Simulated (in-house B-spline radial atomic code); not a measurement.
Values are calculated unless marked as measured or tabulated.
## C6 from the polarisability at imaginary frequency: Pd

PBE0 linear response of the closed shell [Kr] 4d10, from an all-electron radial atomic-structure program (B-spline basis); scalar-relativistic (spin-free one-electron X2C), finite nucleus, no spin-orbit coupling; shells from n = 2 respond.

The dispersion coefficient of two like species is C6 = (3/π) ∫ α(iu)² du from 0 to ∞.

```
u (hartree)  α(iu) (bohr³)
          0          26.94
       0.03           26.5
       0.07          24.84
       0.12          21.99
        0.2          17.77
        0.3          14.03
       0.45          10.54
        0.7          7.283
          1          5.147
        1.5          3.265
        2.5          1.666
          5         0.5713
```

(1) Fit one oscillator, α(iu) = α(0)/(1 + u²/ω²), through u = 0.12 and estimate C6.

(2) How does that compare with the full integral?

## Answers

(1) From α(0)/α(iu) − 1 = 26.94/21.99 − 1 = 0.2251, ω = u/√0.2251 = 0.2529 hartree (6.9 eV). London's formula gives C6 = (3/4) α(0)² ω = 0.75 × 26.94² × 0.2529 = 137.7 hartree·bohr⁶, and the oscillator holds f = α(0) ω² = 1.72 electrons, of a sum of oscillator strengths of 44.5.

(2) The program's quadrature over all excitations gives C6 = 193.3, so the single oscillator is off by -28.8 %. At the last point the fit gives α = 0.0688 against 0.571: higher excitations, and deeper shells where there are any, keep the true curve higher at large u.
